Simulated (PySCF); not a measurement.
Job for PySCF: R-B3LYP/3-21G on BClH2O (SMILES OBCl), a point of a torsion scan.

```python
from pyscf import gto, scf, dft, mp
from pyscf.data.elements import chemcore

mol = gto.M(
    atom='''
    O    -0.98388847   -0.12735088   -0.39156815
    B     0.31499658    0.13425202   -0.54228665
    Cl    0.73664755    1.42198419   -1.58987248
    H    -1.30500039   -0.50029511    0.42730914
    H     1.17154185   -0.40732695    0.06144409
    ''',
    basis='3-21g',
    charge=0, spin=0, verbose=3, max_memory=1800)
mf = dft.RKS(mol, xc='b3lyp')
mf.conv_tol = 1e-8
mf.max_cycle = 100
mf.kernel()
if not mf.converged:
    mf = mf.newton().run(mf.mo_coeff, mf.mo_occ)
```

Program output:

```
converged SCF energy = -558.787488414491
```

Self-consistency was reached.

Cost: around 2.2 core-seconds (rough).
